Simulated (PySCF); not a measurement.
C6H14Si, SMILES C=C[SiH2]C(C)(C)C at its GFN2-xTB optimised geometry (Å):

```
21

C     -0.9000     0.1712     3.9224
C     -0.1810    -0.5808     3.1038
Si    -0.8397    -1.4078     1.5459
C     -0.1686    -0.4825     0.0000
C      1.3608    -0.4825     0.0000
C     -0.6613    -1.1733    -1.2715
C     -0.6621     0.9652     0.0000
H     -0.4850     0.6384     4.8035
H     -1.9484     0.3528     3.7476
H      0.8675    -0.7294     3.3379
H     -0.3784    -2.8030     1.5111
H     -2.3066    -1.3627     1.5342
H      1.7424     0.0231    -0.8876
H      1.7493    -1.4991     0.0024
H      1.7486     0.0352     0.8749
H     -1.7485    -1.1843    -1.3103
H     -0.2952    -0.6527    -2.1568
H     -0.3101    -2.2022    -1.3138
H     -1.7493     1.0038    -0.0274
H     -0.3254     1.4892     0.8928
H     -0.2823     1.4991    -0.8716
```

Method: PySCF with B3LYP/def2-SVP.

Map of the deformation density (molecule minus spherical neutral atoms) (e/bohr³) on the plane z = 1.0 Å:

```
|:::::::::::::::::::::::::::::|
|:::::::::::::::::::::::::::::|
|:::::::::::::::::::::::::::::|
|:::::::::::::::::::::::::::::|
|:::::::::::::::::::::::::::::|
|:::::::::::::::::::::::::::::|
|:::::::::::....::::::::::::::|
|:::::::::.......:::::::::::::|
|::::::::...:==:..::::::::::::|
|:::::::...:=%@-...:::::::::::|
|:::::::....-##-....::::::::::|
|:::::::.....--:.......:::::::|
|:::::::...   .  .......::::::|
|:::::::..        .:--:..:::::|
|:::::::..   .    .-#@=..:::::|
|:::::::.. .:::.  .:*#=:.:::::|
|::::::::...-++-.  .--:..:::::|
|::::::--:.:=##=.   .....:::::|
|::::::=+=:.-++-.   .....:::::|
|::::::=+=: .:-:.  .....::::::|
|::::::-=-.  .:........:::::::|
|:::::::::  .--:.....:::::::::|
|::::::::...-++-:..:::::::::::|
|:::::::...:=*+-::::::::::::::|
|::::::::.::-==-::::::::::::::|
|:::::::::::::::::::::::::::::|
|:::::::::::::::::::::::::::::|
|:::::::::::::::::::::::::::::|
|:::::::::::::::::::::::::::::|
```
Scale: ten equal steps from -0.015 (start of ' ') to 0.046 (end of '@'), in the order ' .:-=+*#%@'; x runs from -4.00 to 4.00, y from -4.00 (bottom) to 4.00 (top).
